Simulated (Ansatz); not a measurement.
All numbers were calculated with Ansatz.

CHBrClFO, SMILES `OC(F)(Cl)Br` at its PBE0-D4/def2-TZVP geometry, where that method's forces vanish. Total charge 0; spin multiplicity 1.

```json
{"atom": "O1", "x (Å)": "0.439", "y (Å)": "-0.051", "z (Å)": "1.052"}
{"atom": "C2", "x (Å)": "-0.127", "y (Å)": "0.129", "z (Å)": "-0.153"}
{"atom": "F3", "x (Å)": "-1.431", "y (Å)": "-0.202", "z (Å)": "-0.135"}
{"atom": "Cl4", "x (Å)": "0.636", "y (Å)": "-0.881", "z (Å)": "-1.412"}
{"atom": "Br5", "x (Å)": "0.021", "y (Å)": "2.003", "z (Å)": "-0.599"}
{"atom": "H6", "x (Å)": "0.462", "y (Å)": "-0.998", "z (Å)": "1.246"}
```

(1) For each bond, give half the difference of the two atoms' forces along it (eV/Å; positive pushes the atoms apart) under PBE-D4, r2SCAN-D4, B3LYP-D4, ωB97M-V in def2-TZVPP. (Estimate.)

Results:

(1) The calculation gave: 
```json
{"bond": "O1–C2", "length (Å)": "1.343", "PBE-D4": "0.28", "r2SCAN-D4": "0.11", "B3LYP-D4": "0.16", "ωB97M-V": "0.26"}
{"bond": "O1–H6", "length (Å)": "0.967", "PBE-D4": "0.35", "r2SCAN-D4": "0.01", "B3LYP-D4": "-0.07", "ωB97M-V": "-0.13"}
{"bond": "C2–F3", "length (Å)": "1.346", "PBE-D4": "0.58", "r2SCAN-D4": "0.23", "B3LYP-D4": "0.29", "ωB97M-V": "0.19"}
{"bond": "C2–Cl4", "length (Å)": "1.785", "PBE-D4": "0.22", "r2SCAN-D4": "0.17", "B3LYP-D4": "0.21", "ωB97M-V": "-0.04"}
{"bond": "C2–Br5", "length (Å)": "1.932", "PBE-D4": "0.21", "r2SCAN-D4": "0.13", "B3LYP-D4": "0.18", "ωB97M-V": "-0.14"}
```

B3LYP here is the variant with VWN-RPA as its local correlation; programs differ in this.
